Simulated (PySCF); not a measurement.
A GIAO shielding run with PySCF 2.14 (density fitting, non-relativistic, gas phase) on SMILES C#C[SiH2][Si@H](C)NC, C4H11NSi2:

```
$ OMP_NUM_THREADS=1 python probes_run.py task.json out

{"job": {"kind": "nmr", "xc": "PBE0", "basis": "pcSseg-1"}, "charge": 0, "multiplicity": 1}
C      3.771232     0.504733    -0.144112
C      2.762469     0.022723    -0.587773
Si     1.160535    -0.666747    -1.216689
Si    -0.636286     0.501884    -0.312382
C     -0.040775     1.964324     0.740418
N     -1.667332    -0.409781     0.731630
C     -2.301455    -1.633506     0.311264
H      4.662341     0.917716     0.234713
H      1.255024    -0.614916    -2.685783
H      1.199660    -2.097824    -0.857715
H     -1.548158     0.988087    -1.369282
H     -0.868761     2.507043     1.184925
H      0.521023     2.660145     0.126150
H      0.616428     1.640675     1.542369
H     -1.459732    -0.419897     1.718936
H     -2.601565    -1.529247    -0.729202
H     -3.193348    -1.823726     0.911635
H     -1.640059    -2.505368     0.389243
```

Hardware: 1 thread of an Arm Neoverse N1, shared host. The job also computes population analyses, field gradients.

Q: How large is the calculation?

A: 70 electrons, 188 basis functions and 1016 auxiliary functions.

Q: How long does it take, and how much memory does it need?

A: 55 s of wall time, with 14 SCF cycles and 5 response iterations; peak memory 0.85 GiB. Times on a shared host scatter by some tens of per cent.
